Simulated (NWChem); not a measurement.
**Correlation energy of H$_{4}$PSi**

```
Si
H 1 1.4930
H 1 1.4970 2 108.95
H 1 1.4971 2 108.94 3 118.18
P 1 2.2614 2 109.33 4 120.88
H 5 1.4348 1 91.36 2 179.75
```
Charge 0, spin multiplicity 2.

Everything below was run with NWChem. Structure: optimised with UPBE0/def2-SVP, a minimum by its harmonic frequencies.

Basis set: def2-SVP. Each correlation energy counts from its own Hartree-Fock reference.

The correlated methods keep 10 core orbitals frozen. The structure started from a generated list of species. The stability of the SCF solutions was not checked. Open-shell Hartree-Fock references start from PBE0 orbitals. Coupled-cluster values serve here as a point of comparison, not as the truth.

```json
[
 {"method": "CCSD on ROHF", "correlation energy (mHa)": "-251.5"},
 {"method": "CCSD(T) on ROHF", "correlation energy (mHa)": "-258.1"},
 {"method": "CCSD[T] on UHF", "correlation energy (mHa)": "-254.0"},
 {"method": "SCS-UMP2", "correlation energy (mHa)": "(withheld)"},
 {"method": "CCSD[T] on ROHF", "correlation energy (mHa)": "-258.2"},
 {"method": "CCSD(T) on UHF", "correlation energy (mHa)": "(withheld)"},
 {"method": "UMP2", "correlation energy (mHa)": "(withheld)"},
 {"method": "CCSD on UHF", "correlation energy (mHa)": "(withheld)"}
]
```

Problem. What belongs in the gaps?

Solution. 
- SCS-UMP2, correlation energy (mHa): -213.5
- CCSD(T) on UHF, correlation energy (mHa): -253.8
- UMP2, correlation energy (mHa): -202.8
- CCSD on UHF, correlation energy (mHa): -247.4
